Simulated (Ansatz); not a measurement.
```yaml
crystal:
  periodic: [false, false, false]
  atoms:
    - {symbol: Cu, position_ang: [1.286237, 0.006837, 1.252952]}
    - {symbol: Cu, position_ang: [0.154127, -1.047251, -0.701389]}
    - {symbol: Cu, position_ang: [-2.152343, -0.310021, -0.668515]}
    - {symbol: Cu, position_ang: [-1.025947, -0.514814, 1.403471]}
    - {symbol: Cu, position_ang: [-0.320576, 1.207942, -0.226090]}
    - {symbol: Te, position_ang: [2.058502, 0.657308, -1.060429]}
basis:
  gaussian: {orbitals: def2-mTZVP}
magnetization: {spin_polarized: true, initial_magnetization: 1}
hamiltonian: {xc: {name: HSE06}}
output: {forces: true}
```

```sh
$ ansatz run in.yaml --threads 4 --pin off --events-out ev --progress --plain --max-ram 4787MiB
```

Output, abridged:

```
Functional definition: HSE06
2251 factors; integrals over basis functions are off by at most 3.3e-4 eV
90 factors; integrals over basis functions are off by at most 5.2e-7 eV
mean field evaluation 1: about -230453.9148 eV, gradient 8.2e1 eV
mean field evaluation 2: about -229673.0898 eV, gradient 5.9e2 eV
mean field evaluation 4: about -230464.6975 eV, gradient 4.2e1 eV
mean field evaluation 8: about -230468.4376 eV, gradient 1.5e0 eV
mean field evaluation 16: about -230468.8080 eV, gradient 2.6e-2 eV
mean field evaluation 32: about -230468.0147 eV, gradient 1.3e0 eV
mean field -230468.80803487 eV, -8469.5724779125 hartree, gradient 6.4e-5 eV, S^2 0.760669; 1 other end points of the search recorded, 0 dependent functions left out
reference -230468.80807975 eV, -8469.5724795620 hartree; 85, 84 occupied and 116, 117 virtual orbitals, 2251 factors
Total energy: -230468.80807975 eV, -8469.5724795620 hartree
Atom 0 at     1.286237     0.006837     1.252952 Å, force     0.495528     0.056935     0.220576 eV/Å
Atom 1 at     0.154127    -1.047251    -0.701389 Å, force     0.292209    -0.251374    -0.301301 eV/Å
Atom 2 at    -2.152343    -0.310021    -0.668515 Å, force    -0.555926    -0.059730    -0.282827 eV/Å
Atom 3 at    -1.025947    -0.514814     1.403471 Å, force    -0.255118    -0.148288     0.461827 eV/Å
Atom 4 at    -0.320576     1.207942    -0.226090 Å, force     0.147374     0.439714    -0.150416 eV/Å
Atom 5 at     2.058502     0.657308    -1.060429 Å, force    -0.124067    -0.037256     0.052140 eV/Å
Dipole moment:    -0.687432    -0.215915     0.336927 e Å
```

Run time 34 s (4 threads of Arm Neoverse V1 on a shared host), peak host memory 1.7 GiB.

In the def2 sets Te takes a core potential; there is no spin–orbit coupling. HSE06 is defined as in plane-wave codes, on full-range PBE exchange.
